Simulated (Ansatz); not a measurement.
Two members of one family (Same ligands, another metal), computed with Ansatz in the gas phase; def2 core potentials for Ag, Au, no spin–orbit coupling. Names give formal oxidation states. A dash marks a value that wasn't run or was left out as unsound. The structures are stationary points that may keep the symmetry of their start.

First: [Ag(NH3)2]+ (singlet, charge 1, PBE-D4/def2-TZVP geometry).

Cartesian coordinates in Å:
```
Ag 0.0000 0.0001 0.0000
N -1.8685 -0.9697 0.2742
H -2.4066 -0.5465 1.0365
H -1.7505 -1.9614 0.5031
H -2.4477 -0.9210 -0.5689
N 1.8686 0.9700 -0.2743
H 1.7497 1.9445 -0.5659
H 2.4334 0.5065 -0.9920
H 2.4216 0.9774 0.5873
```

```csv
level,HOMO (eV),LUMO (eV),gap (eV),vertical IE (eV),vertical EA (eV),vertical triplet (eV)
PBE-D4/def2-SVP,-10.93,-5.79,5.14,–,–,–
PBE-D4/def2-TZVP,-10.99,-5.96,5.02,14.73,3.74,5.02
B97M-V/def2-TZVP,-11.14,-5.85,5.29,–,–,–
PBE0-D4/def2-TZVP,-12.34,-5.04,7.30,14.84,3.52,5.25
CAM-B3LYP-D4/def2-TZVP,-13.83,-4.21,9.62,–,–,–
```

Metal–donor distances: 2 × N 2.12 Å.

Second: [Au(NH3)2]+ (singlet, charge 1, PBE-D4/def2-TZVP geometry).

```xyz
9

Au    0.000    0.000    0.000
N     0.392    0.682    1.905
H     1.342    1.063    1.978
H     0.306   -0.069    2.598
H    -0.260    1.427    2.177
N    -0.391   -0.682   -1.905
H    -0.368    0.081   -2.589
H    -1.318   -1.120   -1.963
H     0.298   -1.382   -2.201
```

Task: Estimate how these quantities change from the first to the second (second minus first).

Result: 
```
                 level  Δ HOMO (eV)  Δ LUMO (eV)  Δ gap (eV)  Δ vertical IE (eV)  Δ vertical EA (eV)  Δ vertical triplet (eV)
       PBE-D4/def2-SVP        -0.25         0.19        0.44                   –                   –                        –
      PBE-D4/def2-TZVP        -0.20         0.18        0.38                0.17               -0.24                     0.49
      B97M-V/def2-TZVP        -0.06         0.28        0.35                   –                   –                        –
     PBE0-D4/def2-TZVP        -0.01         0.24        0.24               -0.02               -0.28                     0.30
CAM-B3LYP-D4/def2-TZVP         0.09         0.30        0.21                   –                   –                        –
```

Metal–donor distances: 2 × N 2.06 Å.
